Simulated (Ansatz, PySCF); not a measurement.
This triplet is an excited state, 1.14 eV above the relaxed singlet at the level frozen-core CCSD(T)/cc-pVTZ // B3LYP-D3(BJ)/def2-TZVP (Ansatz, a quantum-chemistry and plane-wave program).

B3LYP has the VWN-RPA correlation part, as in Gaussian. 

# C₂H₆Si, SMILES `C[Si]C` (excited triplet) (charge 0, multiplicity 3)

The numbers are results of PySCF 2.14.0 with B3LYP-D3(BJ)/def2-TZVP, not measurements.

The highest occupied spin orbital is -4.28 eV and the dipole moment is 0.85 D. The total energy comes out as -369.3008 Ha. The cost is around 90 core-seconds (rough).

```xyz
9

C      1.6214     0.0243     0.1485
Si    -0.0266    -0.4741     0.9465
C     -1.6225    -0.0436     0.0144
H      2.4552    -0.2787     0.7823
H      1.7386    -0.4597    -0.8241
H      1.6706     1.1077     0.0146
H     -1.7063     1.0370    -0.1241
H     -2.4923    -0.3833     0.5772
H     -1.6381    -0.5296    -0.9642
```
Charge 0, spin multiplicity 3.
